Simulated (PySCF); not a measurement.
# Two-component Hartree-Fock for Te⁺ (tellurium, charge +1)

Start: [Kr] 4d10 5s2 5p3; 5p3/2 filled at m_j = -1/2, +1/2, +3/2. Calculated with PySCF 2.14 in x2c-TZVPall-2c (8s9p5d2f, 74 functions): generalised Hartree-Fock with the X2C-1e Hamiltonian and a Gaussian nucleus; one run each with spin-orbit coupling (SO) switched off, then screened by Boettger's factors. This is a chosen level, not necessarily the ground level.

| spinor shell | electrons | ε, spin-free (eV) | ε, screened SO (eV) | weight of nominal j (screened SO) | rms radius, screened SO (bohr) |
| --- | --- | --- | --- | --- | --- |
| 1s1/2 | 2 | -31982.0 | -31978.6 | 1.000 | 0.0318 |
| 2s1/2 | 2 | -5009.6 | -5008.6 | 1.000 | 0.130 |
| 2p1/2 | 2 | -4490.9 | -4681.6 | 1.000 | 0.112 |
| 2p3/2 | 4 | -4490.9 | -4404.6 | 1.000 | 0.117 |
| 3s1/2 | 2 | -1045.9 | -1045.6 | 1.000 | 0.343 |
| 3p1/2 | 2 | -873.26 | -909.83 | 1.000 | 0.336 |
| 3p3/2 | 4 | -873.26 | -856.52 | 1.000 | 0.347 |
| 3d3/2 | 4 | -612.75 | -619.10 | 1.000 | 0.320 |
| 3d5/2 | 6 | -612.75 | -608.18 | 1.000 | 0.323 |
| 4s1/2 | 2 | -202.37 | -202.25 | 1.000 | 0.814 |
| 4p1/2 | 2 | -146.33 | -153.34 | 0.999 | 0.858 |
| 4p3/2 | 4 | -146.33 | -143.05 | 1.000 | 0.887 |
| 4d3/2 | 4 | -62.108 | -63.020 | 0.985 | 1.04 |
| 4d5/2 | 6 | -62.108 | -61.360 | 0.990 | 1.05 |
| 5s1/2 | 2 | -28.236 | -28.203 | 1.000 | 2.21 |
| 5p3/2 | 3 | -18.835 | -18.836 | 0.582 | 2.66 |

| quantity | spin-free | screened SO |
| --- | --- | --- |
| E (hartree) | -6789.67712 | -6791.56677 |
| M_J | 3/2 | 3/2 |
| ⟨J²⟩ | 3.752 | 3.755 |
| ⟨L²⟩ | 0.000 | 0.102 |
| ⟨S²⟩ | 3.752 | 3.660 |

Each row is a mean over spinors that exchange with the open shell spreads, by up to 6.944 eV (5s1/2).

Rows whose weight is well below 1 are mixtures of j = l ± 1/2: exchange outweighs spin-orbit coupling there, and the label is only the starting occupation.

Breit and QED terms are absent; they matter most for the inner s and p1/2 levels.

Densities and radii are taken from the X2C orbitals without a picture-change correction, which distorts them close to the nucleus.

Without spin-orbit coupling the j labels of p, d and f shells carry no meaning; the spin-free column gives the mean over the occupied spinors of each nl shell.
